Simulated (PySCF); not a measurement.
# Bond lengths and vibrations by method: AlBGeH3O

These are calculations, not measurements. They come from PySCF 2.14.0, an open-source quantum chemistry program, on an isolated molecule that a program drew, which may never have been made. The molecule is AlBGeH3O (charge 0, doublet), drawn as the SMILES string `[BH2][GeH][Al]=[O]`.

The geometry was optimised and harmonic frequencies were computed with HF and MP2, all in the cc-pV(D+d)Z basis, for the commonest isotopes, with a restricted reference for singlets and an unrestricted one otherwise, and a frozen core in MP2. Germanium has the cc-pVDZ-PP basis, with a core potential (ECP10MDF) in place of its 10 inner electrons, and its 3s, 3p and 3d shells are frozen in MP2. Each result is a local minimum of its method.

Geometry at the HF minimum:
```xyz
7
AlBGeH3O, angstrom
B    -2.8761    1.7788    2.1211
Ge   -0.9712    1.1003    1.9194
Al   -0.3308   -1.2522    1.9311
O     0.0618   -2.7762    1.9411
H    -3.0870    2.9539    2.1026
H    -3.7624    0.9896    2.2559
H     0.2017    2.0608    1.7444
```

Lengths of the bonds as drawn, in Å (atoms numbered as above):
```
bond,HF,MP2
B1-Ge2,2.032,2.018
Ge2-Al3,2.438,2.455
Al3-O4,1.574,1.632
B1-H5,1.194,1.203
B1-H6,1.194,1.203
Ge2-H7,1.526,1.536
```

Rotational constants, in GHz:
| constant | HF | MP2 |
|---|---|---|
| A | 15.25 | 15.41 |
| B | 1.459 | 1.423 |
| C | 1.332 | 1.303 |

Harmonic frequencies in cm^-1, each column in rising order, so a row needn't be the same motion in every method:
| rank | HF | MP2 |
|---|---|---|
| 1 | 93 | 83 |
| 2 | 102 | 130 |
| 3 | 165 | 164 |
| 4 | 194 | 166 |
| 5 | 298 | 286 |
| 6 | 333 | 360 |
| 7 | 585 | 578 |
| 8 | 618 | 602 |
| 9 | 800 | ? |
| 10 | 913 | 863 |
| 11 | 1197 | 1031 |
| 12 | 1240 | 1178 |
| 13 | 2238 | 2182 |
| 14 | 2708 | 2646 |
| 15 | 2814 | 2758 |

**Estimate the missing MP2 frequency from the HF column.**

A single factor s that minimises the squared misfit of MP2 against s times HF over the other rows is sum(HF x MP2) / sum(HF^2) = 0.9687, with an rms misfit of 40 cm^-1. For rank 9 it gives 0.9687 x 800 = 775 cm^-1. The calculation gives 756 cm^-1, 19 cm^-1 below the estimate. The drawn bonds are on average 1.0 % longer in MP2 than in HF.
